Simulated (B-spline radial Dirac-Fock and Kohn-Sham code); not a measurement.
**Binding energies of Sc³⁺ at several levels of theory**

System: scandium as Sc³⁺ in the configuration 1s2 2s2 2p6 3s2 3p6.

The density-functional columns are spherical, spin-unpolarised Dirac-Kohn-Sham results without Breit or QED terms: −ε is minus the orbital energy of the initial state and ΔSCF the difference of two total energies. The reference in the last column comes from Dirac-Fock energy differences between relaxed states, corrected for Breit and QED terms. All numbers are from a B-spline atomic structure program, in eV; a selection of levels is shown.

| level | PBE −ε | PBE ΔSCF | LDA −ε | LDA ΔSCF | Dirac-Fock |
| --- | --- | --- | --- | --- | --- |
| 1s | 4429.1 | 4555.8 | 4417.1 | 4543.4 | 4536.6 |
| 2s | 507.4 | 532.4 | 506.2 | 531.3 | 547.8 |
| 2p1/2 | 424.4 | 452.8 | 424.3 | 452.7 | 452.2 |
| 2p3/2 | 419.8 | 447.9 | 419.7 | 447.9 | 447.8 |
| 3s | 86.42 | 96.18 | 86.20 | 95.94 | 100.5 |
| 3p1/2 | 64.96 | 74.29 | 65.01 | 74.33 | 72.85 |
| 3p3/2 | 64.42 | 73.70 | 64.46 | 73.73 | 72.31 |

**Question.** Order the estimates of the K (1s) level by their distance from the Dirac-Fock value, nearest first.
A. LDA ΔSCF
B. PBE ΔSCF
C. LDA −ε
D. PBE −ε

**Answer.** A (6.8 eV), B (19.2 eV), D (107.5 eV), C (119.5 eV).

For the outermost level NIST gives 73.4894 eV (measured); the differences from it are PBE −ε -9.07, PBE ΔSCF +0.21, LDA −ε -9.03, LDA ΔSCF +0.24, Dirac-Fock -1.18 eV.

Values without a named source are computed, but for edge energies of neutral atoms, which are taken from tables.
